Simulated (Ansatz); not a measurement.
The input (input.yaml):

```yaml
crystal:
  periodic: [false, false, false]
  atoms:
    - { symbol: Sn, position_ang: [-1.167061, 0.321835, 0.912615] }
    - { symbol: H, position_ang: [1.618117, -0.488752, 1.449922] }
    - { symbol: O, position_ang: [1.923042, -0.133569, 0.576435] }
    - { symbol: H, position_ang: [1.33225, -0.67198, -0.015268] }
    - { symbol: O, position_ang: [-1.321673, 1.561501, -0.667243] }
    - { symbol: H, position_ang: [-0.902641, 1.158202, -1.455592] }
    - { symbol: O, position_ang: [-0.484994, -1.255346, -0.262329] }
    - { symbol: H, position_ang: [-0.56224, -2.140391, 0.14586] }
basis:
  gaussian: { orbitals: def2-SVP }
hamiltonian:
  xc: pbe
relax:
  f_tol: 0.03
  max_steps: 50
```

Launched with:

```bash
$ ansatz run input.yaml --threads 2 --pin off --max-ram 3072MiB --backend cpu --events-out ev --progress --plain --runs-dir out
```

Hardware: 2 threads of Arm Neoverse V2, with other jobs on the host.

Q: Roughly how long does this run take, and how much memory?

A: 13 s, with a peak of 0.12 GiB, for 10 ionic steps.
